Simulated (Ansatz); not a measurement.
The C2–H3 bond of CH4MgO (SMILES [CH3][Mg][OH]) is stretched (multiplicity 1, the rest rigid).
Geometry at rest (charge 0, multiplicity 1):
```json
[
 {"atom": "Mg", "x (Å)": "0.0124", "y (Å)": "-0.0817", "z (Å)": "0.0586"},
 {"atom": "C", "x (Å)": "-0.2428", "y (Å)": "1.5945", "z (Å)": "-1.1443"},
 {"atom": "H", "x (Å)": "-1.0267", "y (Å)": "2.2490", "z (Å)": "-0.7549"},
 {"atom": "H", "x (Å)": "-0.5240", "y (Å)": "1.3151", "z (Å)": "-2.1628"},
 {"atom": "H", "x (Å)": "0.6757", "y (Å)": "2.1836", "z (Å)": "-1.2072"},
 {"atom": "O", "x (Å)": "0.2295", "y (Å)": "-1.5076", "z (Å)": "1.0820"},
 {"atom": "H", "x (Å)": "0.3461", "y (Å)": "-2.2730", "z (Å)": "1.6312"}
]
```

Frozen-core correlation.

Codes used: Ansatz (an electronic-structure program) with Gaussian orbitals. 

Energies above the point at 1.093 Å (the B3LYP-D3(BJ) bond length), FIC-MRCISD+Q on CASSCF(2,2)/def2-TZVPP (kcal/mol): 5.62 at 0.984 Å; 3.64 at 1.202 Å; 110.13 at 3.497 Å.

Question: Take the last value as the depth D of a Morse curve D(1 − e^(−a(R − R₀)))², fit a and R₀ to the two near points, and test it at 1.475 and 1.913 Å.

Answer: 
With D = 110.1, both near points (counted from the curve's value at 1.093 Å) are met by a = 1.85 Å⁻¹ and R₀ = 1.094 Å, so k = 2Da² = 752 kcal/(mol Å²). The curve then gives 28.2 and 67.0 kcal/mol; the level itself gives 28.1 and 68.7, so Morse is off by 0.1 and -1.8.
